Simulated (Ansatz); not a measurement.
`CCSCc1ccccc1` + `[OH][AlH2]` → `C[CH2][AlH][OH]` + `SCc1ccccc1`  (formal exchange of groups at a C–S bond)

Calculated with Ansatz (gas phase, PBE0-D4/def2-TZVP geometries, no zero-point term in ΔE). CCSD(T)/CBS adds triple-zeta CCSD(T) − MP2 to the extrapolated MP2 energy (def2 sets, frozen cores). This one scheme is used for every species. Functionals use def2-TZVPP. One conformer a species, not always the lowest.

| level | ΔE (kJ/mol) | difference from CCSD(T)/CBS |
| --- | --- | --- |
| r2SCANh-D4 | -27.8 | -3.1 |
| BHLYP-D4 | -25.2 | -0.5 |
| CAM-B3LYP-D4 | -26.0 | -1.3 |
| PBE-QIDH | -27.3 | -2.6 |
| revPBE | -39.7 | -15.0 |
| MP2/def2-SVP | -20.3 | 4.4 |
| HF/def2-TZVPP | -33.9 | -9.2 |
| MP2/def2-TZVPP | -20.2 | 4.5 |
| SCS-MP2/def2-QZVPP | -22.1 | 2.6 |
| CCSD/CBS(def2) | -27.8 | -3.1 |
| CCSD(T)/CBS | -24.7 | 0 |

Largest T1 diagnostic among the species: 0.012.

The D4 term adds +13.1 kJ/mol with B3LYP and +8.2 kJ/mol with PBE0; it sums over pairs of atoms, weighted by their polarisabilities, and B3LYP, whose exchange is more repulsive, gets the larger term. Leaving LDA and LC-ωPBE aside and taking each functional with its dispersion term where it has one, the values, not all of them listed here, spread over 13.1 kJ/mol, from B2PLYP to B97M-V. LDA lies +9.7 kJ/mol from PBE without D4. In def2-TZVPP, CCSD(T) changes the Hartree–Fock value by +8.9 kJ/mol (the triples alone add +3.1 kJ/mol) and MP2 by +13.7 kJ/mol.

B3LYP here is the variant with VWN-RPA as its local correlation; programs differ in this.
